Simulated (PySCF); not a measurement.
A compound of formula [C19H13OS2]+ has these computed shifts in ppm, with the number of atoms in brackets (GIAO KT3/pcSseg-1, gas phase, PySCF SCF with an in-house response code, fitting set def2-universal-JFIT, grid level 2, non-relativistic, geometry: GFN2-xTB; 13C, 1H against isolated TMS; 17O against isolated H2O; 33S against isolated CS2).

13C: 163.8 (1), 157.0 (1), 148.2 (1), 135.5 (1), 132.5 (1), 130.9 (1), 125.5 (2), 124.6 (1), 122.9 (1), 122.8 (1), 121.6 (1), 121.4 (2), 116.6 (1), 115.4 (1), 114.2 (1), 102.1 (1), 101.2 (1)
1H: 8.34 (2), 8.22 (1), 8.10 (1), 7.99 (1), 7.97 (1), 7.97 (1), 7.88 (2), 7.86 (1), 7.79 (1), 7.33 (1), 7.27 (1)
17O: 236.9 (1)
33S: 301.8 (1), 260.2 (1)

Which structure gave them?

C1=CSC(=Cc2cc(-c3ccccc3)[o+]c3ccccc23)S1. Other isomers were not compared.
